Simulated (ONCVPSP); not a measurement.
## Al: variants of one ONCV potential

Base potential:

| Property | Result |
| --- | --- |
| Element | aluminium (Al) |
| Generator | ONCVPSP 4.0.1 |
| Type | optimised norm-conserving Vanderbilt (ONCV) |
| Functional | LDA (Perdew-Wang 92) |
| Relativity | scalar-relativistic |
| Frozen core | [Ne] |
| Valence charge | 3 |
| Reference configuration | 3s2 3p1 |
| Partial waves | 3s: rc 2.15 bohr, ncon 4, nbas 7, qcut 3.1 1/bohr, 2 projectors, debl 1.1 Ha; 3p: rc 2.90 bohr, ncon 3, nbas 6, qcut 2.9 1/bohr, 1 projector; d scattering state at 0.45 Ha: rc 2.85 bohr, ncon 4, nbas 7, qcut 3.6 1/bohr, 3 projectors, debl 3.3 Ha |
| Local potential | polynomial inside 1.75 bohr (lpopt 5, dvloc0 3 Ha) |
| Core correction | Teter function, fcfact 4.75, rcfact 1.6 |

Cutoffs, loose and tight: the cutoffs (Ha) at which the residual kinetic energy of the hardest occupied pseudo-wave falls to 1 and 0.1 mHa per electron. They do not see the model core or the augmentation charge, which bear on the density cutoff. Test errors are all-electron minus pseudo excitation energies from the reference, over the configurations 3s2 3p0; 3s1 3p0; 3s2 3p0.5; 3s0 3p3. A dash means not determined; rows that change the core or the reference have their own tests.

For the base: The cutoffs count occupied waves only; projector 3 of the d channel, the hardest unoccupied one, needs 30 Ha at the loose tolerance.

| change | outcome | cutoff, loose | cutoff, tight | bound ghosts | GHOST(+) flags above zero | largest test error (meV) |
| --- | --- | --- | --- | --- | --- | --- |
| base | generated | 5.5 Ha | 22 Ha | none | p | -88 |
| s: qcut 2; p: qcut 1.9; d: qcut 2.3 | generated | 20 Ha | 25 Ha | none | p, d | -79 |
| s: qcut 2.5; p: qcut 2.4; d: qcut 3 | generated | 16 Ha | 24 Ha | none | p | -87 |
| s: qcut 2.9; p: qcut 2.7; d: qcut 3.4 | generated | 8.4 Ha | 23 Ha | none | p | -88 |
| s: qcut 3; p: qcut 2.8; d: qcut 3.5 | generated | 5.9 Ha | 22 Ha | none | p | -88 |
| s: qcut 3.5; p: qcut 3.2; d: qcut 4 | generated | 5.3 Ha | 13 Ha | none | p | -87 |
| s: qcut 3.7; p: qcut 3.4; d: qcut 4.2 | generated | 5.5 Ha | 8.9 Ha | none | p | -86 |
| s: qcut 4; p: qcut 3.7; d: qcut 4.6 | generated | 5.8 Ha | 7.6 Ha | none | p | -84 |
| s: qcut 4.3; p: qcut 4; d: qcut 4.9 | generated | 6.2 Ha | 8.0 Ha | none | p | -82 |
| s: qcut 4.5; p: qcut 4.2; d: qcut 5.2 | generated | 6.3 Ha | 8.2 Ha | none | p | -81 |

Problem. What comes out with this change to the base: s: qcut 2.3; p: qcut 2.1; d: qcut 2.7?

Solution. outcome: generated; cutoff, loose: 18 Ha; cutoff, tight: 25 Ha; bound ghosts: none; GHOST(+) flags above zero: p, d; largest test error (meV): -82.
